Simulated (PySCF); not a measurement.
A geometry optimisation on `CC(CC#CC)(C)C1CC1`.

Method: PBE0-D3(BJ)/def2-SVP geometry optimisation, gas phase (PySCF 2.14.0). Start geometry: GFN2-xTB. The input is one job of a driver script: a line of settings, then coordinates in Å.

Input:
```
{"job": {"xc": "PBE0", "basis": "def2-SVP", "d3": "d3bj", "grid": 1, "kind": "geom"}, "charge": 0, "multiplicity": 1}
C      3.996770    -1.794777     0.043058
C      2.891136    -0.861563    -0.015550
C      1.978994    -0.085518    -0.064291
C      0.861519     0.835589    -0.121949
C     -0.504232     0.115887    -0.209121
C     -0.550980    -0.743308    -1.476557
C     -0.674706    -0.788377     1.011488
C     -1.574921     1.193646    -0.318117
C     -2.027792     2.019299     0.848419
C     -2.968875     1.042799     0.210534
H      4.913439    -1.310947    -0.293735
H      4.138285    -2.144801     1.065687
H      3.795992    -2.653038    -0.598518
H      0.984654     1.484032    -0.994877
H      0.875565     1.467901     0.770734
H     -0.395350    -0.131743    -2.363173
H      0.226561    -1.502784    -1.444860
H     -1.517949    -1.233802    -1.563669
H     -0.701890    -0.212068     1.932750
H     -1.586655    -1.375318     0.937467
H      0.167121    -1.474978     1.069496
H     -1.496322     1.733502    -1.257182
H     -2.194590     3.075203     0.695103
H     -1.647196     1.786848     1.830827
H     -3.783728     1.426529    -0.385238
H     -3.225896     0.154402     0.764236
```

Output:
```
step   0  E = -389.87835831  max force = 0.018154
step   1  E = -389.88117769  max force = 0.002352
step   2  E = -389.88123196  max force = 0.000775
step   3  E = -389.88125094  max force = 0.000432
step   4  E = -389.88126761  max force = 0.000503
step   5  E = -389.88127870  max force = 0.000419
optimisation converged
```

Energies in Eh; «max force» is the largest Cartesian gradient component in Eh/bohr.

Problem. Give the first gradient maximum in eV/Å.

Solution. With 1 Eh/bohr = 51.422 eV/Å, 0.934 eV/Å.

Problem. How much energy does the optimisation release, in kcal/mol?

Solution. E(step 0) − E(last step) = 0.002920 Eh, which is 1.8 kcal/mol.

Main results: final energy -389.88128 Eh after 5 steps; dipole 0.25 D.

Problem. Give the final coordinates.

Solution. 0.078 Å rms from the input after alignment:
```
atom  x, y, z in Å
C1     4.3185   -1.8214   -0.0030
C2     3.1859   -0.9100   -0.0587
C3     2.2487   -0.1412   -0.1048
C4     1.1184    0.7779   -0.1591
C5    -0.2738    0.1014   -0.2215
C6    -0.3748   -0.7726   -1.4727
C7    -0.4735   -0.7679    1.0180
C8    -1.2990    1.2250   -0.3363
C9    -1.7655    2.0437    0.8307
C10   -2.7165    1.1105    0.1356
H11    5.2403   -1.3300   -0.3522
H12    4.4984   -2.1758    1.0243
H13    4.1526   -2.7060   -0.6378
H14    1.2305    1.4364   -1.0384
H15    1.1450    1.4425    0.7218
H16   -0.2103   -0.1784   -2.3857
H17    0.3754   -1.5775   -1.4528
H18   -1.3744   -1.2285   -1.5423
H19   -0.4525   -0.1765    1.9461
H20   -1.4277   -1.3138    0.9762
H21    0.3350   -1.5107    1.0836
H22   -1.1726    1.7918   -1.2667
H23   -1.8893    3.1205    0.6903
H24   -1.4290    1.7620    1.8320
H25   -3.5045    1.5363   -0.4907
H26   -3.0140    0.2057    0.6712
```

Cost: about 3 min of CPU time on one thread; the machine was shared, so the figure is rough.
Labels such as C1 count atoms from 1, the log's own numbers from 0.
